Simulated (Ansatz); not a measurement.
Reaction (redistribution): `C[Si](C)([SiH3])Cl` + `[NH2][In]([OH])[Br]` → `C[Si](O)([SiH3])Cl` + `[CH3][In]([NH2])[Br]`

Computed with Ansatz on PBE0-D4/def2-TZVP structures; ΔE is electronic, products minus reactants. CBS: MP2 limit from def2 TZ/QZ plus the TZ coupled-cluster correction, frozen cores. DFT in def2-TZVPP. B3LYP here is the variant with VWN-RPA as its local correlation; programs differ in this. def2 core potentials past Kr. For Br, In outer-core shells are correlated without core-valence functions, which leaves a few kJ/mol of doubt a bond. Scalar relativity is left out up to krypton. One conformer a species, not always the lowest.

| level | ΔE (kJ/mol) |
| --- | --- |
| B3LYP-D4 | -62.8 |
| ωB97M-V | -64.7 |
| PBE | -55.7 |
| SCS-MP2/def2-TZVPP | -64.8 |

Task: What does CCSD(T)/CBS give? (An estimate is asked.)

Result: Ansatz gave: -61.3 kJ/mol. The listed levels differ from it by -1.5, -3.4, 5.6, -3.5 kJ/mol.

Largest T1 diagnostic among the species: 0.013.

In def2-TZVPP, CCSD(T) changes the Hartree–Fock value by +8.1 kJ/mol (the triples alone add +2.6 kJ/mol) and MP2 by +6.1 kJ/mol. From PBE to PBE0 (25 % exact exchange), in def2-TZVPP and without D4, ΔE moves by −6.1 kJ/mol.
